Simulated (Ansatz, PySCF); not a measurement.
Reaction (SMILES): B=N (BNH2) [iminoborane] + H+ -> B=[NH2+]
Each molecule is optimised on its own at B3LYP-D3(BJ)/def2-TZVP (Ansatz, a program for electronic structure).

Property: proton affinity (0 K, with B3LYP-D3(BJ) harmonic zero-point energies from PySCF), positive where the reaction releases energy, in kcal/mol. Valence correlation only, unless marked. No spin-orbit coupling. No relativistic terms. CBS(X,Y): correlation extrapolated as X^-3; Hartree-Fock from the larger set.

```csv
level,program,proton affinity (kcal/mol)
HF/6-31G*,Ansatz,194.7
```

Q: What does CCSD(T)/CBS(def2-TZVPPD,def2-QZVPPD) (Ansatz) give?

A: 182.4 kcal/mol, so HF/6-31G* differs from it by 12.3 kcal/mol.
